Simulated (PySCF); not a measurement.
Compound: C₇H₁₅F.
Numbering: `[CH3:1][CH2:2][C:3]([CH3:4])([CH3:5])[CH2:6][CH2:7][F:8]` (hydrogens: H9, H10, H11 on C1; H12, H13 on C2; H14, H15, H16 on C4; H17, H18, H19 on C5; H20, H21 on C6; H22, H23 on C7)

Computed, not measured: PySCF, TDDFT B3LYP/def2-SVPD, vertical, gas phase, core orbitals frozen in the response. Isolated species at its PBE0-D3(BJ)/def2-SVP geometry (one conformer only). Torsions of this conformer, `[CH3:1][CH2:2][C:3]([CH3:4])([CH3:5])[CH2:6][CH2:7][F:8]`: C1–C2–C3–C4 -178°, C2–C3–C6–C7 -57°, C3–C6–C7–F8 -179°.

| state | λ (nm) | E (eV) | f | main configurations (H = HOMO, L = LUMO) |
| --- | --- | --- | --- | --- |
| S1 | 153.7 | 8.07 | 0.017 | H→L (97%) |
| S2 | 151.9 | 8.16 | 0.017 | H-1→L (97%) |
| S3 | 148.9 | 8.33 | 0.027 | H-2→L (97%) |
| S4 | 144.5 | 8.58 | 0.019 | H-3→L (79%) |
| S5 | 143.7 | 8.63 | 0.016 | H→L+1 (67%), H→L+2 (23%) |
| S6 | 142.6 | 8.69 | 0.0015 | H→L+2 (63%), H→L+1 (24%) |
| S7 | 141.7 | 8.75 | 0.038 | H-1→L+1 (69%), H-4→L (17%) |
| S8 | 140.9 | 8.80 | 0.013 | H-4→L (34%), H-1→L+1 (26%), H→L+3 (20%) |
| S9 | 140.5 | 8.82 | 0.0059 | H-1→L+2 (80%) |
| S10 | 139.3 | 8.90 | 0.0075 | H-2→L+1 (81%) |

Triplets (Tamm–Dancoff): T1 7.94 eV, H→L (93%); T2 8.04 eV, H-1→L (93%); T3 8.19 eV, H-2→L (93%); T4 8.41 eV, H-3→L (63%), H→L+1 (8%).

The lowest singlet comes at 154 nm (778 kJ/mol) in the vacuum ultraviolet; it is weak; its leading configuration is HOMO→LUMO (97%). The strongest level in the table is S7 at 8.75 eV (142 nm, f = 0.038). Löwdin shares by element: HOMO carbon 40% or more, fluorine 13% (atoms not listed hold the other 46%); LUMO carbon 35% or more (atoms not listed hold the other 65%). Orbital energies (eV): HOMO-3 -9.17, HOMO-2 -8.90, HOMO-1 -8.74, HOMO -8.63, LUMO 0.26, LUMO+1 0.83, LUMO+2 0.90. Of the 10 states listed, 7 reach f = 0.01 and none stays under 0.0005. The listed states span 0.84 eV, and the widest gap between neighbours is 0.25 eV (S3 to S4). The vertical ionisation energy (ΔSCF) is 10.56 eV, 1.66 eV above S10. The window holds the lowest 10 singlets.

Hardware: an Arm Neoverse V1 with one thread, on a shared host. Cost: 9.4 min, 1.1 GiB resident at most.

Without π bonds the low states are Rydberg-like; a valence basis with one diffuse set may place them up to an eV too high.
